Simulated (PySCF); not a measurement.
# Se: excitation energy

Se [Ar] 3d10 4s2 4p4 (3P) → Se [Ar] 3d10 4s2 4p3 4d1 (5D), as a difference of total energies. Computed with PySCF 2.14 in aug-cc-pwCVDZ-PP with ECP10MDF (6s5p4d1f, 48 functions), with a scalar-relativistic core potential. Correlated levels: valence and next inner shell: nothing frozen outside the core potential. The calculations carry no spin-orbit coupling.

```tsv
method	excitation energy (eV)
UHF	8.719
MP2 (valence and next inner shell)	9.437
SCS-MP2 (valence and next inner shell)	9.438
CCSD (valence and next inner shell)	9.405
CCSD(T) (valence and next inner shell)	9.434
```

Q: How much does correlation contribute at CCSD(T) (valence and next inner shell)?

A: 9.434 − (8.719) = 0.715 eV, measured against UHF.

Errors of the correlated levels include the incompleteness of this basis.

The promoted electron is Rydberg-like, and one or two diffuse shells describe it only roughly, which tends to raise the upper state.

For comparison: 7.741 eV (measured; NIST levels, between the centres of gravity of the two terms).
